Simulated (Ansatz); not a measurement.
`SB(S)Br` and `SB(S)S` differ in one atom or group.

Ansatz, PBE0-D4/def2-TZVP geometries, multiplicity 1. Each molecule was computed in one conformer, which needn't be the lowest.

Scalar relativity is left out up to krypton.

```
                                        property  `SB(S)Br`
  zero-point energy (PBE0-D4/def2-TZVP) / kJ/mol       64.9
              LUMO energy (PBE0/def2-TZVPP) / eV      -1.14
              HOMO energy (PBE0/def2-TZVPP) / eV      -7.80
         HOMO–LUMO gap (ωB97M-V/def2-TZVPP) / eV      10.81
size of the dipole moment (B3LYP/def2-TZVPP) / D       1.16
  size of the dipole moment (PBE/def2-TZVPP) / D       1.13
```

What does the change do to each property? (Best estimate.)

The calculation gave: 
| property | `SB(S)S` | shift |
| --- | --- | --- |
| zero-point energy (PBE0-D4/def2-TZVP) / kJ/mol | 88.1 | 23.2 |
| LUMO energy (PBE0/def2-TZVPP) / eV | -0.72 | 0.42 |
| HOMO energy (PBE0/def2-TZVPP) / eV | -7.55 | 0.25 |
| HOMO–LUMO gap (ωB97M-V/def2-TZVPP) / eV | 10.89 | 0.08 |
| size of the dipole moment (B3LYP/def2-TZVPP) / D | 1.56 | 0.40 |
| size of the dipole moment (PBE/def2-TZVPP) / D | 1.53 | 0.40 |

With PBE0 the HOMO rises by 0.25 eV and the LUMO rises by 0.42 eV, so the gap widens by about 0.17 eV. PBE moves the HOMO by 0.25 eV and ωB97M-V by 0.24 eV. The zero-point energy changes by 23.2 kJ/mol with +3 modes. Dipoles are sizes alone; their direction can turn.

B3LYP here is the variant with VWN-RPA as its local correlation; programs differ in this.

Spin–orbit coupling is left out; it splits and shifts lone-pair levels of the heavy atoms by tenths of an eV.
